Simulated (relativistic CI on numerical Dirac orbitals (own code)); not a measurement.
Cr⁶⁺: M2,3 absorption edge

Computed with this model: Dirac-Coulomb-Breit CI, orbitals from a KLI potential per configuration, model QED, valence Slater integrals scaled by 0.8, multiplet model of core-to-valence dipole absorption; configurations [Ne] 3s2 3p6 → [Ne] 3s2 3p5 3d; 300 K; Lorentzian 0.48 eV and Gaussian 0.3 eV FWHM. Energies are those of the free ion, without screening or charge transfer. The branching ratio is the share of the lower-energy edge in the whole absorption, uncertain by about 0.02 where the edges overlap. S is read from ⟨S²⟩ = S(S + 1).

Field parameters in Wybourne normalisation: D3d B²₀ = −7Dσ, B⁴₀ = −14Dq − 21Dτ, B⁴₃ = −14√(10/7) Dq; D4h B²₀ = −7Ds, B⁴₀ = 21(Dq − Dt), B⁴₄ = 21√(5/14) Dq; Oh B⁴₀ = 21Dq, B⁴₄ = √(5/14) B⁴₀. The field is a parameter set, without covalency.

free ion: ground-state S = 0.00, centroid 60.58 eV. Peaks (eV, height): 60.6 (100).

Oh, 10Dq = 11950 cm⁻¹: ground-state S = 0.00, centroid 60.58 eV. Peaks (eV, height): 60.6 (100).

D4h, 10Dq = 41100, Ds = 2380, Dt = -320 cm⁻¹: ground-state S = 0.00, centroid 60.58 eV. Peaks (eV, height): 60.8 (62), 61.4 (100).

D4h, 10Dq = 38450, Ds = 2200, Dt = 630 cm⁻¹: ground-state S = 0.00, centroid 60.58 eV. Peaks (eV, height): 60.5 (60), 61.2 (100).

D4h, 10Dq = 32500, Ds = 2880, Dt = 180 cm⁻¹: ground-state S = 0.00, centroid 60.58 eV. Peaks (eV, height): 60.4 (57), 61.2 (100).

D3d, 10Dq = 19600, Dσ = -300, Dτ = -230 cm⁻¹: ground-state S = 0.00, centroid 60.58 eV. Peaks (eV, height): 60.7 (100).

Strongest unbroadened transitions for free ion:

| Energy (eV) | Relative strength |
| --- | --- |
| 42.75 | 0.0 |
| 47.50 | 0.2 |
| 60.60 | 100.0 |
